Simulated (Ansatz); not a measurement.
`BCC(C)C` + `CN[SiH2][SiH3]` → `BN(C)[SiH2][SiH3]` + `CC(C)C` at 400 K and 1 bar (ligand exchange at a B–C bond).

Isolated molecules relaxed with PBE0-D4/def2-TZVP in Ansatz; ΔE leaves out vibrations. CBS: MP2 limit from def2 TZ/QZ plus the TZ coupled-cluster correction, frozen cores. One conformer a species, not always the lowest.

```tsv
species	CCSD(T)/CBS energy (Eh)	H − E (kJ/mol)	S (J/(mol·K))
`BCC(C)C`	-183.61500	406.0	375.9
`CN[SiH2][SiH3]`	-676.32808	289.2	404.8
`BN(C)[SiH2][SiH3]`	-701.75815	326.7	421.8
`CC(C)C`	-158.24397	373.6	323.8
```

H − E and S are ideal-gas, rigid-rotor, harmonic terms from PBE0-D4/def2-TZVP, for one conformer and one mirror image of each species. 1 Eh = 2625.50 kJ/mol, R = 8.31446 J/(mol·K).

Task: By hand: ΔE, ΔH, ΔS and ΔG.

Result: ΔE = (-701.75815) + (-158.24397) − (-183.61500) − (-676.32808) = -0.05904 Eh = -155.0 kJ/mol. Δ(H − E) = 326.7 + 373.6 − 406.0 − 289.2 = 5.1, so ΔH = -149.9 kJ/mol. ΔS = 421.8 + 323.8 − 375.9 − 404.8 = -35.1 J/(mol·K). ΔG = -149.9 − 400 × (-35.1)/1000 = -135.9 kJ/mol.

Task: By hand: the equilibrium constant, and the temperature at which ΔG would vanish if ΔH and ΔS stayed fixed.

Result: log₁₀ K = −ΔG/(RT ln 10) = 17.7. ΔG = 0 at ΔH/ΔS = 4271 K, far beyond where these terms or the molecules hold.

ΔH outweighs TΔS. A doubt of 5 kJ/mol in ΔE shifts log₁₀ K by 0.7 here. Other conformers and mirror images would add mixing entropy, several J/(mol·K) or more a flexible species. Modes under 60 cm⁻¹, often nearly free rotors, make the harmonic entropy too high. These are equilibria of isolated gas molecules and say nothing of rates. Largest T1 diagnostic: 0.013 (customary marks: 0.02 for closed shells, 0.045 for open ones).
